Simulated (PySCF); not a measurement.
Precursor series Ta Cl-OH. Isolated molecules, 0 K electronic values unless said otherwise. One relaxed conformer stands for each flexible species; it need not be the lowest. In the def2 sets, heavy atoms carry core potentials. All members: neutral, multiplicity 1. Level: B3LYP-D3(BJ)/def2-TZVP // BP86-D3(BJ)/def2-SVP (PySCF), beside PBE-D3(BJ)/def2-TZVP // BP86-D3(BJ)/def2-SVP (PySCF) at the same geometries. B3LYP has the VWN-RPA correlation part, as in Gaussian. 

```csv
species,"HOMO–LUMO gap, PBE (eV)","HOMO–LUMO gap, B3LYP-D3(BJ) (eV)"
[Ta(Cl)5],3.36,4.90
[Ta(Cl)4(OH)],3.87,withheld
[Ta(Cl)3(OH)2],4.03,5.64
[Ta(Cl)2(OH)3],4.43,6.18
[Ta(OH)5],5.08,7.07
```

Task: Fit y = a + b·x, y being the HOMO–LUMO gap at the first level, to the 4 complete rows by least squares, with x = the PBE value in eV. Give a, b and the rms residual, and predict the withheld value.

Result: Means of the 4 rows: x̄ = 4.225, ȳ = 5.9475 eV. Σ(x − x̄)² = 1.5593 and Σ(x − x̄)(y − ȳ) = 1.9735, so b = 1.266 and a = ȳ − b·x̄ = 0.599 eV. The rms residual is 0.045 eV. At x = 3.87 the line gives 5.50 eV. The run for [Ta(Cl)4(OH)] gave 5.45 eV, so the line is off by 0.05 eV, within twice the rms residual.

Codes: PySCF.
